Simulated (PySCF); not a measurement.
CH5F3Si2, SMILES F[SiH](C[SiH2]F)F. The structure is a stationary point at PBE-D3(BJ)/def2-SVP. This is a generated structure with no PubChem entry under its InChIKey; it may be hypothetical. The values are those of a single conformer.

### Question
Give the equilibrium geometry at PBE-D3(BJ)/def2-SVP (PySCF confirms it by a frequency run) as a Z-matrix. (The exact figures need the calculation; the answer reports its results.)

### Answer
One answer among several that fit: 
```
C
H 1 1.1110
H 1 1.1122 2 107.34
Si 1 1.8641 2 108.76 3 -117.15
F 4 1.6321 1 109.77 2 82.08
F 4 1.6336 5 106.37 1 -116.91
H 4 1.4896 5 107.90 6 -116.82
Si 1 1.8812 2 110.11 3 118.46
F 8 1.6458 1 107.11 2 81.06
H 8 1.4976 9 108.62 1 -119.96
H 8 1.5006 10 110.91 9 118.11
```
